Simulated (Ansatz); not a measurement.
BeHI (SMILES [BeH][I]) at its CCSD(T)/def2-TZVPP minimum, average atomic masses, point group C∞v.
(charge 0, multiplicity 1):
| atom | x (Å) | y (Å) | z (Å) |
|---|---|---|---|
| Be | 0.0000 | 0.0000 | -2.0229 |
| H | 0.0000 | 0.0000 | -3.3519 |
| I | 0.0000 | 0.0000 | 0.1703 |

Cores are frozen in the correlated methods. Filled d and f shells under p-block atoms count as core.

Programs: Ansatz (a quantum-chemistry and plane-wave program) with Gaussian orbitals. Values without a source in brackets are computed. In def2 rows elements past Kr take small-core potentials, without spin–orbit coupling.

Harmonic frequencies (cm⁻¹): 499 499 592 2170.

Question: Work out the rotational constants, the zero-point energy, and the ideal-gas entropy and heat capacity at 298.15 K and 1 bar (rigid rotor, harmonic oscillator).

Answer: 
Principal moments 51.884 u Å² give 16.8576/I = 0.3249 cm⁻¹. Zero point: Σω/2 = 1880 cm⁻¹ = 5.37 kcal/mol. Translation R(1.5 ln M + 2.5 ln T − 1.1517) with M = 136.925 u: 170.21 J/(mol K). Rotation with σ = 1: q = 637.8, S = R(ln q + 1) = 62.01. Vibration, summed over R(u/(eᵘ − 1) − ln(1 − e⁻ᵘ)) with u = 1.43878ω/T: 7.48, of which the lowest mode gives 2.77. S° = 239.7 J/(mol K); C_p = 7R/2 + 14.90 = 44.00 J/(mol K).
